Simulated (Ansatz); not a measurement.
CH₆S₂Si (`C[SiH](S)S`), relaxed with RKS PBE-D4/def2-SVP in Ansatz from a rough embedded geometry. The force threshold is 0.03 eV/Å; the program also tests the step.

Total charge 0; spin multiplicity 1.

Start:

```xyz
10

C    -0.834    1.000    0.544
Si   -0.108   -0.206   -0.535
S    -0.101   -2.102    0.423
S     2.003    0.332   -0.923
H    -1.906    0.782    0.811
H    -0.328    1.118    1.551
H    -0.860    2.019    0.133
H    -0.793   -0.317   -1.808
H     0.562   -2.802   -0.541
H     2.364    0.177    0.345
```

```
step  energy (eV)  largest force (eV/Å)  largest move (Å)
   1  -30659.9271                 2.696             0.000
   2  -30660.0675                 1.183             0.193
   3  -30660.1916                 0.589             0.159
   4  -30660.2078                 0.147             0.179
   5  -30660.2124                 0.041             0.056
   6  -30660.2124                 0.022             0.021
```

End:

```xyz
10

C    -0.879    1.018    0.611
Si   -0.042   -0.215   -0.536
S    -0.183   -2.118    0.489
S     2.000    0.317   -1.023
H    -1.938    0.737    0.778
H    -0.370    1.048    1.595
H    -0.846    2.032    0.165
H    -0.697   -0.251   -1.888
H     0.522   -2.799   -0.458
H     2.433    0.231    0.267
```

Hardware: 2 threads of an Arm Neoverse V1 on a shared host. Wall time 14 s, peak host memory 0.14 GiB.
